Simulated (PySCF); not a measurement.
Method used: core-valence-separated Tamm–Dancoff BHandHLYP/aug-pcX-1 (pcseg-1 on H, def2-SVPD on Si) in PySCF, non-relativistic, gas phase, PBE0-D3(BJ)/def2-SVP geometry. BHandHLYP without relativity tends to put these K edges a few eV too low, so spacings mean more than positions.

Main lines of an unknown, eV (oscillator strength): C K: 281.8 (0.053), 282.3 (0.036), 282.4 (0.057), 284.2 (0.064), 285.2 (0.007); O K: 532.9 (0.014), 534.5 (0.019), 534.8 (0.003), 535.7 (0.009). Listed: the first five lines at most of each edge with a tenth or more of its strongest line's intensity; roots within 0.03 eV on the same or equivalent atoms are summed. Only the lowest roots were sought, and the top ones are left out.

Question: Which candidate gives them?
A. `C=CC#C[SiH2]OC`
B. `COC1=C[SiH2]C=C1`
C. `[SiH3]OC1=CC=CC1`
D. `[SiH3]CC1=COC=C1`

Answer: B. 

- `COC1=C[SiH2]C=C1`: C K: 281.8 (0.053), 282.3 (0.036), 282.4 (0.057), 284.2 (0.064), 285.2 (0.007); O K: 532.9 (0.014), 534.5 (0.019), 534.8 (0.003), 535.7 (0.009). First C line listed at 281.8 eV, hole on the alkene CH carbon (1s→π*); first O line listed at 532.9 eV, hole on the ether oxygen.
- `[SiH3]OC1=CC=CC1`: C K: 282.6 (0.052), 282.9 (0.053), 283.2 (0.047), 284.2 (0.067), 285.6 (0.014); O K: 533.0 (0.011), 533.2 (0.012), 534.5 (0.007), 534.8 (0.009), 535.5 (0.002). First C line listed at 282.6 eV, hole on the alkene CH carbon (1s→π*); first O line listed at 533.0 eV, hole on the silyl ether oxygen.
- `[SiH3]Cc1ccoc1`: C K: 283.7 (0.049), 283.9 (0.062), 284.4 (0.062), 284.5 (0.062), 285.5 (0.009); O K: 532.8 (0.032), 536.2 (0.005), 536.3 (0.006), 536.9 (0.004). First C line listed at 283.7 eV, hole on the aromatic CH carbon (1s→π*); first O line listed at 532.8 eV, hole on the furan-type oxygen.
- `C=CC#C[SiH2]OC`: C K: 282.1 (0.061), 282.3 (0.046), 282.9 (0.048), 282.9 (0.046), 283.1 (0.051); O K: 532.3 (0.009), 533.2 (0.004), 533.8 (0.011), 534.1 (0.010), 534.2 (0.015). First C line listed at 282.1 eV, hole on the terminal =CH2 carbon (1s→π*); first O line listed at 532.3 eV, hole on the silyl ether oxygen.

One conformer each; other structures than these candidates weren't tested.

The values belong to the conformer `[CH3:1][O:2][C:3]1=[CH:4][SiH2:5][CH:6]=[CH:7]1`: C1–O2–C3–C4 0°.
